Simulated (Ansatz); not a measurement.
GeEt3(NHMe) (C7H19GeN), relaxed as a singlet with RKS r2SCAN-D4/def2-SVP in Ansatz, starting from the GFN2-xTB geometry. Force threshold 0.03 eV/Å.

Start:

```tsv
atom	x (Å)	y (Å)	z (Å)
Ge1	0.001	-0.026	0.033
C2	1.382	1.359	-0.409
C3	0.956	2.763	-0.007
H4	1.582	1.323	-1.480
H5	2.315	1.102	0.094
H6	1.742	3.485	-0.227
H7	0.059	3.059	-0.546
H8	0.738	2.801	1.057
C9	0.540	-1.856	-0.654
C10	1.862	-2.347	-0.085
H11	0.600	-1.815	-1.740
H12	-0.255	-2.560	-0.403
H13	2.101	-3.342	-0.458
H14	2.672	-1.675	-0.362
H15	1.818	-2.394	1.002
C16	-1.818	0.456	-0.660
C17	-1.862	0.617	-2.173
H18	-2.128	1.383	-0.177
H19	-2.530	-0.312	-0.358
H20	-2.864	0.882	-2.507
H21	-1.177	1.397	-2.497
H22	-1.574	-0.311	-2.665
N23	-0.147	0.043	1.874
C24	-1.008	-0.869	2.605
H25	0.743	0.134	2.348
H26	-1.187	-0.482	3.611
H27	-1.963	-0.933	2.088
H28	-0.599	-1.883	2.695
```

| step | energy (eV) | largest force component (eV/Å) | SCF passes |
| --- | --- | --- | --- |
| 1 | -65558.6709 | 0.825 | 18 |
| 2 | -65558.8059 | 0.378 | 19 |
| 3 | -65558.8203 | 0.111 | 20 |
| 4 | -65558.8217 | 0.054 | 20 |
| 5 | -65558.8222 | 0.041 | 20 |
| 6 | -65558.8224 | 0.020 | 20 |

Force components are those of the run's own axes.

End:

```xyz
28

Ge   -0.009   -0.032    0.029
C     1.332    1.322   -0.441
C     0.917    2.734   -0.030
H     1.524    1.264   -1.527
H     2.283    1.039    0.046
H     1.703    3.477   -0.248
H     0.006    3.057   -0.560
H     0.695    2.785    1.048
C     0.518   -1.815   -0.633
C     1.844   -2.294   -0.045
H     0.565   -1.784   -1.736
H    -0.295   -2.520   -0.383
H     2.104   -3.314   -0.375
H     2.680   -1.637   -0.338
H     1.813   -2.304    1.057
C    -1.783    0.457   -0.653
C    -1.814    0.635   -2.171
H    -2.091    1.384   -0.139
H    -2.505   -0.319   -0.343
H    -2.816    0.918   -2.534
H    -1.115    1.423   -2.502
H    -1.529   -0.291   -2.698
N    -0.095    0.012    1.878
C    -0.984   -0.886    2.591
H     0.821    0.066    2.320
H    -1.094   -0.580    3.647
H    -1.993   -0.840    2.148
H    -0.682   -1.956    2.590
```

By distances, no bond broke or formed. The bond that changes most is Ge1–C9, from 2.03 to 1.97 Å (atoms count from 1).

No frequencies were taken in this run, so the end may be a saddle point.

It took 42 s on 4 threads of Intel Xeon Platinum 8259CL on a shared host.
